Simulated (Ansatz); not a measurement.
The cluster Ga6S10⁻, relaxed as a doublet with UKS PBE-D4/def2-SVP in Ansatz, starting from the GFN2-xTB geometry. Force threshold 0.03 eV/Å.

The structure comes from a short search, and lower isomers may exist.

Start:

```xyz
16

Ga    0.0051   -1.6748    1.6779
Ga    1.2663   -1.3418   -1.4799
Ga    2.2213    0.2972    3.2551
Ga   -1.6295   -2.3892   -1.1461
Ga    0.4893    3.1975   -0.5635
Ga   -1.3613    0.8913   -1.2506
S    -1.6864    3.1257   -1.3219
S     2.0970   -1.6729    0.5637
S    -2.9128   -0.6683   -1.8441
S     0.8379    0.7763   -2.1304
S     0.5427    1.8998    1.5372
S     0.1072   -3.0040   -2.4999
S     2.1116    4.5754   -0.8135
S    -1.0191    0.5695    1.1979
S    -1.6204   -3.1362    0.9834
S     0.5510   -1.4453    3.8348
```

```json
{"step": "1", "energy (eV)": "-422476.8871", "largest force component (eV/Å)": "0.657", "SCF passes": "64"}
{"step": "2", "energy (eV)": "-422477.2215", "largest force component (eV/Å)": "0.414", "SCF passes": "36"}
{"step": "3", "energy (eV)": "-422477.3650", "largest force component (eV/Å)": "0.334", "SCF passes": "32"}
{"step": "4", "energy (eV)": "-422477.4759", "largest force component (eV/Å)": "0.281", "SCF passes": "34"}
{"step": "5", "energy (eV)": "-422477.5367", "largest force component (eV/Å)": "0.253", "SCF passes": "37"}
{"step": "6", "energy (eV)": "-422477.5626", "largest force component (eV/Å)": "0.121", "SCF passes": "33"}
{"step": "7", "energy (eV)": "-422477.5740", "largest force component (eV/Å)": "0.106", "SCF passes": "33"}
{"step": "8 (rejected)", "energy (eV)": "-422477.5659", "largest force component (eV/Å)": "0.255", "SCF passes": "33"}
{"step": "9", "energy (eV)": "-422477.5836", "largest force component (eV/Å)": "0.080", "SCF passes": "29"}
{"step": "10", "energy (eV)": "-422477.5847", "largest force component (eV/Å)": "0.093", "SCF passes": "27"}
{"step": "11", "energy (eV)": "-422477.5861", "largest force component (eV/Å)": "0.034", "SCF passes": "30"}
{"step": "12", "energy (eV)": "-422477.5862", "largest force component (eV/Å)": "0.026", "SCF passes": "27"}
```

Force components are those of the run's own axes.

End:

```xyz
16

Ga   -0.049   -1.711    1.750
Ga    1.225   -1.054   -1.310
Ga    2.076    0.344    2.402
Ga   -1.559   -2.252   -0.982
Ga    0.642    2.958   -0.642
Ga   -1.482    0.880   -1.339
S    -1.581    3.109   -1.269
S     2.118   -1.522    0.679
S    -2.971   -0.752   -1.870
S     0.748    0.905   -2.216
S     0.309    1.766    1.487
S     0.227   -2.825   -2.249
S     2.347    4.154   -0.270
S    -1.206    0.325    1.036
S    -1.614   -3.202    1.055
S     0.772   -1.123    3.738
```

Bonds formed: Ga3–S8, Ga3–S11, Ga5–S10 (atoms count from 1).

No frequencies were taken in this run, so the end may be a saddle point.

Hardware: 2 threads of AMD EPYC 7R13 on a shared host and a share (18 GiB) of an NVIDIA H100 80GB HBM3. Wall time 72 s, peak host memory 1.1 GiB.
